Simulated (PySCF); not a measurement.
```xyz
4
charge 1 multiplicity 1, angstrom
S     0.0000    0.0000    0.8248
I     2.2553    0.0000   -0.0696
I    -1.1277    1.9531   -0.0696
I    -1.1276   -1.9532   -0.0696
```

Method: PySCF, PBE0, basis S def2-SVP, I def2-SVP with ECP28 (scalar-relativistic core potentials, no spin–orbit coupling, density fitting).

This geometry of [SI3]+ is a stationary point at this level.

What is the point group?

C3v.

Is it a minimum?

Yes: all harmonic wavenumbers are real.

List the harmonic modes with their infrared intensities.


```
symmetry  ω (cm⁻¹)  IR (km/mol, summed over degenerate members)
       e        74                                          0.0
      a1       114                                          0.0
      a1       281                                          0.2
       e       331                                         88.8
```

Give the atomic charges and bond orders.


```
  atom  Mulliken  Löwdin  polar tensor  Mayer order to S1
    S1     -0.03    0.26          0.85                  –
I2,3,4      0.34    0.25          0.05               0.93
```

Give the ideal-gas entropy at 298.15 K and 1 bar by parts.

translation 184.0, rotation 128.2, vibration 64.1, spin 0.0; total 376.3 J/(mol K).

In C3v the vibrations span 2e + 2a1.

Other isomers or separated fragments may lie lower.
